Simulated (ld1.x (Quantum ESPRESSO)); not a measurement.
# Logarithmic derivatives: Pt (Z = 78), TM semilocal

ld1.x (Quantum ESPRESSO) 7.5 input, shortened:

```
&input
   title='Pt', zed=78., rel=1, dft='PZ', iswitch=3,
   config='[Xe] 4f14 5d8 6s0 6p0'
 /
 &inputp
   pseudotype=1, tm=.true., lloc=0,
   nlcc=.false.
 /
3
6P  2  1   0.00   0.00  2.10  2.10  0.0
5D  3  2   8.00   0.00  1.95  1.95  0.0
6S  1  0   0.00   0.00  2.10  2.10  0.0
 &test
   configts(1)='5d8 6s0 6p0'
 /
```

The phase is arctan(r·u′/u) with u = r·R(r), unwrapped; energies in Ry, scanned from -4 to 5 Ry. A pole is an energy at which the radial function vanishes at the test radius. The pseudo phase is shifted by a multiple of π to meet the all-electron one at the reference energy, and phase errors are pseudo minus all-electron; the curves can meet again beyond the range given. Levels narrower than the energy grid can be missing from the lists of poles.

| channel | radius (bohr) | reference energy (Ry) | poles, all-electron | poles, pseudo | unbroken range about the reference energy with phases within 0.05 rad | phase error 1 Ry above the reference energy (rad) |
| --- | --- | --- | --- | --- | --- | --- |
| s | 2.31 | -1.66 | 1.61 | 1.23 | below 2.1 | -0.009 |
| p | 2.31 | -1.07 | 3.81 | 0.92 | below -0.6 | -0.228 |
| d | 2.31 | -1.92 | -1.29 | -1.29 | below 2.1 | -0.000 |

Phases in the s channel:

| E (Ry) | all-electron | pseudo |
| --- | --- | --- |
| -4.00 | 1.215 | 1.209 |
| -3.76 | 1.187 | 1.180 |
| -3.52 | 1.151 | 1.144 |
| -3.28 | 1.106 | 1.099 |
| -3.04 | 1.047 | 1.040 |
| -2.80 | 0.967 | 0.960 |
| -2.56 | 0.854 | 0.847 |
| -2.32 | 0.687 | 0.681 |
| -2.08 | 0.434 | 0.430 |
| -1.84 | 0.070 | 0.070 |
| -1.60 | -0.350 | -0.350 |
| -1.36 | -0.707 | -0.709 |
| -1.12 | -0.954 | -0.959 |
| -0.88 | -1.117 | -1.125 |
| -0.64 | -1.229 | -1.238 |
| -0.40 | -1.308 | -1.319 |
| -0.16 | -1.367 | -1.380 |
| 0.08 | -1.413 | -1.428 |
| 0.32 | -1.450 | -1.467 |
| 0.56 | -1.480 | -1.499 |
| 0.80 | -1.506 | -1.528 |
| 1.04 | -1.528 | -1.553 |
| 1.28 | -1.547 | -1.576 |
| 1.52 | -1.565 | -1.598 |
| 1.76 | -1.581 | -1.619 |
| 2.00 | -1.596 | -1.641 |
| 2.24 | -1.610 | -1.664 |
| 2.48 | -1.624 | -1.688 |
| 2.72 | -1.637 | -1.716 |
| 2.96 | -1.651 | -1.748 |
| 3.20 | -1.664 | -1.789 |
| 3.44 | -1.678 | -1.844 |
| 3.68 | -1.692 | -1.922 |
| 3.92 | -1.708 | -2.050 |
| 4.16 | -1.724 | -2.287 |
| 4.40 | -1.742 | -2.791 |
| 4.64 | -1.762 | -3.558 |
| 4.88 | -1.785 | -4.056 |
